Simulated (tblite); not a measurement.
Compound: C₁₀H₆O₂S.
Bonds: O1–C2 (double), C2–C3, C3–C4 (aromatic), C4–C5 (aromatic), C5–C6 (aromatic), C6–C7, C7–C8 (double), C8–C9, C9–S10 (double), C9–O11, O11–C12, C12–C13 (aromatic), C3–C13 (aromatic), C6–C12 (aromatic). Hydrogens: H14 on C2; H15 on C4; H16 on C5; H17 on C7; H18 on C8; H19 on C13.

The geometry is computed with GFN2-xTB (gas phase).

Task: List the bond lengths, angles and torsions at this level.

Result: 
| bond | length (pm) |
| --- | --- |
| O1=C2 | 120.3 |
| C2–C3 | 147.2 |
| C3–C4 | 140.1 |
| C4–C5 | 137.4 |
| C5–C6 | 140.0 |
| C6–C7 | 143.4 |
| C7–C8 | 135.1 |
| C8–C9 | 143.1 |
| C9=S10 | 164.0 |
| C9–O11 | 135.2 |
| O11–C12 | 135.3 |
| C12–C13 | 139.0 |
| C3–C13 | 138.9 |
| C6–C12 | 140.9 |
| C2–H14 | 110.7 |
| C4–H15 | 107.9 |
| C5–H16 | 107.9 |
| C7–H17 | 107.9 |
| C8–H18 | 107.8 |
| C13–H19 | 107.9 |

A selection of angles:
| angle | degrees |
| --- | --- |
| O1–C2–C3 | 124.9 |
| O1–C2–H14 | 121.4 |
| C3–C2–H14 | 113.7 |
| C2–C3–C4 | 119.4 |
| C2–C3–C13 | 120.5 |
| C4–C3–C13 | 120.1 |
| C3–C4–C5 | 120.4 |
| C3–C4–H15 | 118.2 |
| C5–C4–H15 | 121.4 |
| C4–C5–C6 | 120.4 |
| C4–C5–H16 | 120.7 |
| C6–C5–H16 | 118.9 |
| C5–C6–C7 | 123.6 |
| C5–C6–C12 | 118.9 |
| C7–C6–C12 | 117.4 |
| C6–C7–C8 | 119.6 |
| C6–C7–H17 | 118.9 |
| C8–C7–H17 | 121.6 |
| C7–C8–C9 | 120.9 |
| C7–C8–H18 | 122.7 |
| C9–C8–H18 | 116.4 |
| C8–C9–S10 | 123.0 |
| C8–C9–O11 | 119.2 |
| S10–C9–O11 | 117.8 |
| C9–O11–C12 | 121.2 |
| O11–C12–C13 | 117.7 |
| C6–C12–O11 | 121.7 |
| C6–C12–C13 | 120.6 |
| C12–C13–H19 | 119.1 |
| C3–C13–C12 | 119.5 |
| C3–C13–H19 | 121.4 |

Dihedral angles: O1–C2–C3–C4 0° (synperiplanar).

The 6-membered ring C6–C7–C8–C9–O11–C12 has internal angles of 117.4° to 121.7°; it is planar, 0.00 Å rms from its mean plane, widest ring torsion 0°. The 13 heavy atoms lie in one plane (0.001 Å rms). The 6-membered ring C3–C4–C5–C6–C12–C13 has internal angles of 118.9° to 120.6°; it is planar, 0.00 Å rms from its mean plane, widest ring torsion 0°. The C–O distances run from 1.203 Å (O1=C2, drawn double) to 1.353 Å (O11–C12, drawn aromatic), a spread of 0.150 Å. O11 (ring oxygen) is bent (angle 121.2°). The 10 C–C bonds span 1.351 Å (C7–C8, drawn aromatic) to 1.472 Å (C2–C3, drawn single), a spread of 0.121 Å. Of the pairs four or more bonds apart, O1···H15 is among the closest relative to their van der Waals radii: 2.54 Å, 94 % of the sum of Bondi's values.

Point group: Cs (every atom within 0.08 Å of its image). Its GFN2-xTB frequencies are all real (lowest 59 cm⁻¹). One conformer, not necessarily the lowest.

Time: 0.26 s. Hardware: Arm Neoverse V1, one thread, no GPU, on a shared host. That covers the optimisation of the geometry.
